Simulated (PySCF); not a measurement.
Al(Cl)(H)(nPr) (C3H8AlCl), SMILES CC[CH2][AlH][Cl].

Geometry: B3LYP-D3(BJ)/def2-SVP. Other conformers were not sampled.

Two levels are set side by side: PBE/def2-TZVP (PySCF) and CAM-B3LYP/def2-TZVP (PySCF). Same geometry, gas phase. Differences are taken from unrounded values.

```csv
quantity,CAM-B3LYP
orbital gap (eV),8.92
highest occupied level (eV),-9.18
lowest empty level (eV),-0.26
dipole moment (D),1.98
mean polarisability (bohr³),74.2
```

Q: What does PBE give, and how far is it from CAM-B3LYP? (An estimate is asked for; the answer gives what the named calculation found.)

A: 
| quantity | PBE | PBE minus CAM-B3LYP |
|---|---|---|
| orbital gap (eV) | 4.63 | -4.29 |
| highest occupied level (eV) | -6.57 | 2.61 |
| lowest empty level (eV) | -1.94 | -1.68 |
| dipole moment (D) | 1.95 | -0.03 |
| mean polarisability (bohr³) | 78.4 | 4.2 |

Without exact exchange PBE keeps part of each electron's self-repulsion, which lifts occupied levels and narrows the gap. Loosely held outer electrons make PBE densities more polarisable. Differences between two approximate levels are no errors against the true value.

Rough cost on one machine, each run with all the roots and properties that it gave: CAM-B3LYP against PBE within a factor of 2.
